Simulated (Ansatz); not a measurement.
Stepwise reaction of `[F][AlH2]` with hydrogen sulfide, as a gas-phase model of exchange steps in deposition or etching. ΔE in kJ/mol; ΔG adds harmonic PBE0-D4 terms to CCSD(T)/CBS, at 1 bar.

Gas-phase electronic energies from Ansatz, PBE0-D4/def2-TZVP geometries. CCSD(T)/CBS adds triple-zeta CCSD(T) − MP2 to the extrapolated MP2 energy (def2 sets, frozen cores). This one scheme is used for every species. DFT in def2-TZVPP. B3LYP here is the variant with VWN-RPA as its local correlation; programs differ in this. One conformer a species, not always the lowest.

```json
{"step": "1", "reaction": "`[F][AlH2]` + H₂S → `[F][AlH][SH]` + H₂", "PBE-D4": "-101.5", "B3LYP-D4": "-95.7", "ωB97M-V": "-96.2", "CCSD(T)/CBS": "-99.5", "ΔG(400 K)": "-92.1"}
{"step": "2", "reaction": "`[F][AlH][SH]` + H₂S → `[F][Al]([SH])[SH]` + H₂", "PBE-D4": "-92.7", "B3LYP-D4": "-88.3", "ωB97M-V": "-87.8", "CCSD(T)/CBS": "-91.3", "ΔG(400 K)": "-80.7"}
```

Task: By hand: ΔE of the 2 steps together at CCSD(T)/CBS.

Result: (-99.5) + (-91.3) = -190.8 kJ/mol, or -95.4 kJ/mol a step.

In ΔE each step is higher than the one before. All are downhill at CCSD(T)/CBS. ΔG lies between -92.1 and -80.7 kJ/mol a step. PBE-D4 differs from CCSD(T)/CBS by -2.0 to -1.4 kJ/mol a step. Isolated molecules leave out the surface, adducts and barriers. Largest T1 diagnostic: 0.012.
